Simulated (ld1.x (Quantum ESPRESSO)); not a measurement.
# Ga (Z = 31): one change to a TM semilocal potential, before and after

* Element: gallium
* Generator: ld1.x (Quantum ESPRESSO) 7.5
* Type: norm-conserving Troullier–Martins (semilocal form)
* Functional: LDA (PZ)
* Relativity: scalar-relativistic
* Frozen core: [Ar]
* Valence charge: 13
* Reference configuration: 3d10 4s2 4p1
* Partial waves: 4s (bound): rc 1.45 bohr; 3d (bound): rc 0.75 bohr; 4p (bound): rc 2.30 bohr
* Local potential: the p channel
* Core correction: none

All-electron outer shells of the reference configuration (LDA (PZ), scalar-relativistic, ld1.x):

```tsv
shell	level (eV)	outermost node (bohr)	outermost maximum (bohr)
3s	-147.43	0.27	0.56
3p	-98.65	0.24	0.56
3d	-19.40	–	0.53
4s	-9.17	0.81	1.87
4p	-2.74	0.87	2.53
```

Change: wave 3d (bound): rc 0.75 bohr becomes 3d (bound): rc 0.92 bohr.

Cutoffs: the cutoffs (Ry, on a coarse ladder) from which the occupation-weighted sum of valence levels, in a spherical-Bessel basis at the reference potential, stays within 10 and 1 mRy of its value at 400 Ry; they do not see the model core or the augmentation charge, which bear on the density cutoff. Errors are all-electron minus pseudo energies relative to the spin-unpolarised reference configuration.

**Question.** What does the change do?

**Answer.** Of the 9 tests that both files solve, the error grows in 2 and shrinks in 0 by more than 15 % and 0.3 meV (median size 1.3 → 1.4 meV); neither file shows a bound ghost. A semilocal file is local in each channel, so a ghost entry of none says nothing of the separable form that plane-wave codes build from it.

| quantity | base | changed |
| --- | --- | --- |
| cutoffs, loose and tight | not determined | 260 Ry, 300 Ry |
| bound ghosts | none | none |
| error for 3d10 4s2 4p0, meV [ΔE 5.89 eV] | -1.0 | -0.9 |
| error for 3d10 4s1 4p0, meV [ΔE 27.39 eV] | +0.8 | +1.4 |
| error for 3d10 4s0 4p0, meV [ΔE 58.99 eV] | +8.4 | +11 |
| error for 3d10 4s1 4p2, meV [ΔE 6.61 eV] | +0.9 | +1.0 |
| error for 3d10 4s1 4p1, meV [ΔE 13.34 eV] | +2.5 | +2.7 |
| error for 3d10 4s2 4p1.3, meV [ΔE -0.58 eV] | 0.0 | +0.1 |
| error for 3d9 4s2 4p2, meV [ΔE 20.40 eV] | -248 | -258 |
| error for 3d10 4s2 4p1 (spin-polarised), meV [ΔE -0.13 eV] | +1.3 | +1.3 |
| error for 3d10 4s1 4p0 (spin-polarised), meV [ΔE 27.08 eV] | +12 | +13 |
| s: phases at 2.52 bohr within 0.05 rad from the reference energy up to (Ry; the scan ends near 5) | 2.4 | 2.4 |
| p: phases at 2.52 bohr within 0.05 rad from the reference energy up to (Ry; the scan ends near 5) | 3.4 | 3.4 |
| d: phases at 2.52 bohr within 0.05 rad from the reference energy up to (Ry; the scan ends near 5) | to the end of the scan | to the end of the scan |
